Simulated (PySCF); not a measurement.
**C₆ coefficients of unlike pairs at PBE0**

Calculated with PySCF 2.14 from the dipole response of each species, C₆(A,B) = (3/π) ∫ α_A(iu) α_B(iu) du, in atomic units, from isotropic polarisabilities. For ions this is the dispersion term alone; charge-induced terms of lower order in 1/R come first.

```csv
species,configuration,basis,relativity,α (bohr³),C₆ (like pair)
Ar,[Ar] (1S),"x2c-QZVPPall with one added diffuse shell each of s, p, d, f type (10s7p5d3f1g)",spin-free X2C,11.34,66.31
Rh⁺,[Kr] 4d8 (3F),def2-TZVPPD with the def2 core potential (28 electrons) (6s4p3d2f1g),core potential,10.47,53.02
S,[Ne] 3s2 3p4 (3P),dyall-acv3z (19s12p6d4f),none,19.77,136.1
N⁺,[He] 2s2 2p2 (3P),aug-cc-pVQZ (6s5p4d3f2g),none,3.868,8.307
```

Estimate C₆ for S with Rh⁺.

The integral gives 81.21. The combination rule 2 C_A C_B / (C_A α_B/α_A + C_B α_A/α_B) gives 83.82 and the geometric mean 84.95.

No spin-orbit coupling is included.

The other pairs:

```json
{"pair": "N⁺, Rh⁺", "C₆": "20.83"}
{"pair": "Rh⁺, Ar", "C₆": "58.41"}
{"pair": "S, Ar", "C₆": "93.36"}
{"pair": "N⁺, Ar", "C₆": "23.42"}
{"pair": "N⁺, S", "C₆": "32.66"}
```
